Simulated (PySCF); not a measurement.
SrCl, SMILES [Cl][Sr], multiplicity 2. Geometry: B3LYP-D3(BJ)/def2-TZVPD. The spin state was assumed, not searched. The def2 effective core potentials stand for the cores of Sr; spin–orbit coupling is left out.

Computed with PySCF with B3LYP-D3(BJ)/def2-TZVPD.

Harmonic wavenumbers (cm⁻¹): 289. Rotational constants (GHz): 2.954 (linear); symmetry number 1.

Question: Work out the zero-point energy and the ideal-gas rigid-rotor harmonic-oscillator thermochemistry at 298.15 K and 1 atm.

Answer: ZPE = ½ Σ hcν = ½ × 289 cm⁻¹ = 1.73 kJ/mol. H − E(el) = 11.54 kJ/mol. Entropy in J/(mol K): translation 168.77, rotation 71.93, vibration 6.20, spin 5.76, total 252.66. G − E(el) = -63.79 kJ/mol. Cp = 36.19 J/(mol K).
